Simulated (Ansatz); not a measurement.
C2H8FNSi can be A, `N[SiH2]CCF`, or B, `CN[SiH](C)F`.

Isolated molecules relaxed with PBE0-D4/def2-TZVP in Ansatz; ΔE leaves out vibrations. CCSD(T)/CBS adds triple-zeta CCSD(T) − MP2 to the extrapolated MP2 energy (def2 sets, frozen cores). DFT in def2-TZVPP. B3LYP here is the variant with VWN-RPA as its local correlation; programs differ in this. One conformer a species, not always the lowest.

Q: Which isomer does CCSD(T)/CBS put lower? Give the gap. (An estimate is asked.)

A: The calculation gave: B, by 50.7 kcal/mol.

Q: Give E(B) − E(A) in kcal/mol with r2SCAN-D4, B3LYP, MP2/def2-TZVPP, CCSD(T)/def2-TZVPP, HF/def2-TZVPP, ωB97M-V, CCSD/def2-TZVPP. (Estimate.)

A: The calculation gave: r2SCAN-D4 -49.8, B3LYP -49.3, MP2/def2-TZVPP -51.8, CCSD(T)/def2-TZVPP -49.9, HF/def2-TZVPP -50.2, ωB97M-V -49.7, CCSD/def2-TZVPP -50.1. None reverses the order clearly.

Largest T1 diagnostic: 0.010.

From PBE to PBE0 (25 % exact exchange), in def2-TZVPP and without D4, E(B) − E(A) moves by −1.1 kcal/mol.
